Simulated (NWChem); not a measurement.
Species: InSiH5; SMILES [SiH3][InH2]

All runs: NWChem. The geometry was optimised at PBE0/def2-SVP. def2 effective core potentials on In; no spin-orbit coupling. Hybrids' shares of exact exchange are those that their runs print; pure functionals count as 0. The functionals differ in more than this share.

| row | share of exact exchange | orbital gap (eV) |
|---|---|---|
| PBE/def2-SVP | 0.00 | 3.49 |
| TPSS/def2-SVP | 0.00 | 3.78 |
| B3LYP/def2-SVP | 0.20 | withheld |
| PBE0/def2-SVP | 0.25 | 5.25 |
| BHandHLYP/def2-SVP | 0.50 | 6.82 |

Question: Fit a straight line of the last column on the one before it, predict the withheld value, and compare with the run.

Answer: 
1. Means of the 4 shown rows: x = 0.188, y = 4.835. Slope Σ(x − x̄)(y − ȳ)/Σ(x − x̄)² = 1.096/0.1719 = 6.378; intercept 3.639.
2. The shown rows scatter about the line by 0.103 (root mean square); the largest residual is -0.15, at PBE/def2-SVP.
3. At x = 0.20 (B3LYP/def2-SVP; inside the shown range) the line gives 4.91.
4. The run gives 4.78, -0.13 from the line, 1.3 times the scatter.
